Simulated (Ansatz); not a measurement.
Geometry optimisation, RKS PBE0/def2-SVP in Ansatz 0.2.0.

The input (input.yaml):

```yaml
crystal:
  periodic: [false, false, false]
  atoms:
    - { symbol: Zr, position_ang: [0.0, 0.0, 0.0] }
    - { symbol: Cl, position_ang: [0.0, 0.0, 2.87] }
    - { symbol: F, position_ang: [1.8671, 0.0, -0.6593] }
    - { symbol: Cl, position_ang: [-1.1869, 2.0563, -0.8392] }
    - { symbol: F, position_ang: [-0.9326, -1.6157, -0.6593] }
    - { symbol: O, position_ang: [0.8885, 2.0662, 0.7473] }
    - { symbol: H, position_ang: [1.6795, 1.8943, 1.3513] }
    - { symbol: H, position_ang: [0.6212, 1.4447, 2.002] }
basis:
  gaussian: { orbitals: def2-SVP }
hamiltonian:
  xc: pbe0
relax:
  f_tol: 0.15
  max_steps: 25
  restrain:
    - { distance: [0, 5], at: 2.07, k: 30.0 }
    - { distance: [7, 1], at: 1.37, k: 30.0 }
    - { distance: [0, 1], at: 3.72, k: 30.0 }
    - { distance: [7, 5], at: 2.21, k: 30.0 }
```

Command:

```bash
$ ansatz run input.yaml --threads 4 --pin off --max-ram 5120MiB --backend cpu --events-out ev --progress --plain --runs-dir out
```

Task: Where does it end, and by what steps?

Result: The forces met the threshold. The restraints hold the end off the free minimum; the threshold counts their pulls, which the force column leaves out. Restrained pairs: Zr1–O6 (2.37 → 2.01 Å), Cl2–H8 (1.80 → 1.33 Å), Zr1–Cl2 (2.87 → 3.72 Å), O6–H8 (1.43 → 2.20 Å). After 19 steps the energy has fallen by 2.824 eV (the restraints' own energy left out); F3 moved furthest, 1.40 Å.

| step | energy less start (eV) | largest force component (eV/Å) | accepted |
| --- | --- | --- | --- |
| 0 | 0.0000 | 5.262 | yes |
| 1 | 0.1495 | 4.144 | yes |
| 2 | -0.0065 | 3.528 | yes |
| 3 | -0.6885 | 1.971 | yes |
| 4 | -1.5091 | 1.585 | yes |
| 5 | -1.9805 | 1.442 | yes |
| 6 | -2.3054 | 1.334 | yes |
| 7 | -2.5401 | 1.237 | yes |
| 8 | -2.6522 | 1.129 | yes |
| 9 | -2.6993 | 1.075 | yes |
| 10 | -2.7284 | 1.019 | yes |
| 11 | -2.7166 | 1.302 | yes |
| 12 | -2.7758 | 1.050 | yes |
| 13 | -2.7846 | 1.036 | yes |
| 14 | -2.8033 | 1.160 | yes |
| 15 | -2.8062 | 1.178 | yes |
| 16 | -2.7685 | 1.721 | no |
| 17 | -2.8131 | 1.214 | yes |
| 18 | -2.8102 | 1.202 | yes |
| 19 | -2.8238 | 1.257 | yes |

```xyz
8
Properties=species:S:1:pos:R:3
Zr 0.323 0.415 -0.383
Cl -1.001 0.549 3.086
F 1.395 0.348 -1.935
Cl -1.575 1.677 -0.952
F -0.093 -1.375 0.060
O 1.447 1.311 1.029
H 2.242 1.850 1.077
H 0.199 1.072 2.831
```

The run took 46 s on 4 threads of Arm Neoverse V2, with other jobs on the host, peak memory 0.31 GiB.
